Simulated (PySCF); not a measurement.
Species: C8H11OP.
Atom-mapped SMILES: `[OH:1][CH2:2][PH:3][CH2:4][c:5]1[cH:6][cH:7][cH:8][cH:9][cH:10]1`

Geometry (GFN2-xTB, Å), atoms numbered from 1 in this order:
```xyz
21
C8H11OP angstrom
O      3.962    0.794   -0.226
C      3.392   -0.061    0.732
P      1.635    0.469    1.129
C      0.830   -0.119   -0.453
C     -0.657   -0.082   -0.306
C     -1.360    1.098   -0.521
C     -2.733    1.138   -0.361
C     -3.422    0.000    0.023
C     -2.729   -1.177    0.249
C     -1.356   -1.216    0.088
H      4.012    1.685    0.139
H      3.979   -0.071    1.662
H      3.408   -1.064    0.295
H      1.346   -0.684    1.872
H      1.163    0.561   -1.243
H      1.183   -1.127   -0.682
H     -0.821    1.987   -0.817
H     -3.267    2.061   -0.535
H     -4.494    0.030    0.147
H     -3.260   -2.068    0.553
H     -0.819   -2.138    0.265
```

NICS is the negative of the GIAO shielding at a point without a nucleus: at the ring centre (0) and 1 Å above and below it (1); zz is the component along the ring normal. Level: GIAO PBE0/pcSseg-1 (PySCF, non-relativistic, gas phase) on the GFN2-xTB geometry, one conformer.

Ring bond lengths (Å), with Mayer bond orders in brackets: C5–C6 1.390 (1.40), C6–C7 1.383 (1.45), C7–C8 1.385 (1.43), C8–C9 1.384 (1.43), C9–C10 1.383 (1.45), C10–C5 1.389 (1.40).

Give the NICS values of each ring in ppm.

| ring | type | NICS(0) | NICS(1), two faces | NICS(1)zz, two faces | rms pucker (Å) | centre to ring atoms, mean (Å) |
| --- | --- | --- | --- | --- | --- | --- |
| C5–C6–C7–C8–C9–C10 | 6-membered carbocycle; formal bonds all aromatic | -8.6 | -11.3 / -11.2 | -27.9 / -28.6 | 0.00 | 1.39 |

What can be read from them?

- C5–C6–C7–C8–C9–C10: mean NICS(1)zz -28.2 ppm, shielded. For a flat ring without four-coordinate atoms the NICS criterion counts such a value as aromatic.

What does the geometric index give? HOMA = 1 − mean of α(R − Ropt)² over the ring bonds, with Krygowski's 1993 parameters (CC: Ropt 1.388 Å, α 257.7 Å⁻²).

- C5–C6–C7–C8–C9–C10: HOMA 1.00 = 1 − EN − GEO, with mean bond length 1.386 Å, EN = α(Ropt − mean)² = 0.001 and GEO = α × variance = 0.002. The geometric and the magnetic index point the same way.
